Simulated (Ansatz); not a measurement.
`OB(O)[SiH2]F` and `[NH2][GeH2][B](O)O` differ in one atom or group.

Ansatz, PBE0-D4/def2-TZVP geometries, multiplicity 1. Each molecule was computed in one conformer, which needn't be the lowest.

Scalar relativity is left out up to krypton.

```json
{"property": "HOMO–LUMO gap (B3LYP/def2-TZVPP) / eV", "`OB(O)[SiH2]F`": "7.19"}
{"property": "size of the dipole moment (PBE/def2-TZVPP) / D", "`OB(O)[SiH2]F`": "2.61"}
{"property": "HOMO energy (PBE0/def2-TZVPP) / eV", "`OB(O)[SiH2]F`": "-8.35"}
{"property": "LUMO energy (B3LYP/def2-TZVPP) / eV", "`OB(O)[SiH2]F`": "-0.97"}
{"property": "HOMO–LUMO gap (PBE0/def2-TZVPP) / eV", "`OB(O)[SiH2]F`": "7.59"}
{"property": "zero-point energy (PBE0-D4/def2-TZVP) / kJ/mol", "`OB(O)[SiH2]F`": "142.5"}
```

(1) What does the change do to each property? (Best estimate.)

## Answers

(1) The calculation gave: 
```tsv
property	`[NH2][GeH2][B](O)O`	shift
HOMO–LUMO gap (B3LYP/def2-TZVPP) / eV	6.25	-0.94
size of the dipole moment (PBE/def2-TZVPP) / D	2.10	-0.51
HOMO energy (PBE0/def2-TZVPP) / eV	-6.84	1.51
LUMO energy (B3LYP/def2-TZVPP) / eV	-0.36	0.61
HOMO–LUMO gap (PBE0/def2-TZVPP) / eV	6.72	-0.87
zero-point energy (PBE0-D4/def2-TZVP) / kJ/mol	199.3	56.8
```

With PBE0 the HOMO rises by 1.51 eV and the LUMO rises by 0.64 eV, so the gap narrows by about 0.87 eV. PBE moves the HOMO by 1.53 eV and ωB97M-V by 1.45 eV. The zero-point energy changes by 56.8 kJ/mol with +6 modes. Dipoles are sizes alone; their direction can turn.

B3LYP here is the variant with VWN-RPA as its local correlation; programs differ in this.
